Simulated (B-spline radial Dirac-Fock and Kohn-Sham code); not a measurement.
# What relativity does to the binding energies of Ca¹³⁺

System: Ca¹³⁺, [He] 2s2 2p3.

Both columns are ΔSCF binding energies of the configuration average from a radial B-spline solver: non-relativistic Hartree-Fock with a point nucleus, and Dirac-Fock with a finite nucleus and the Coulomb interaction alone, averaged over the two j levels with weights 2j+1.

```csv
shell,Hartree-Fock (eV),Dirac-Fock (eV),shift (eV),shift (%)
1s,4572.8,4596.2,+23.32,+0.51
2s,865.5,871.0,+5.50,+0.64
2p,809.6,811.1,+1.47,+0.18
```

Relativity binds 1s, 2s, 2p more strongly, among those listed most of all 2s in relative terms.

Values without a named source are computed, but for edge energies of neutral atoms, which are taken from tables.
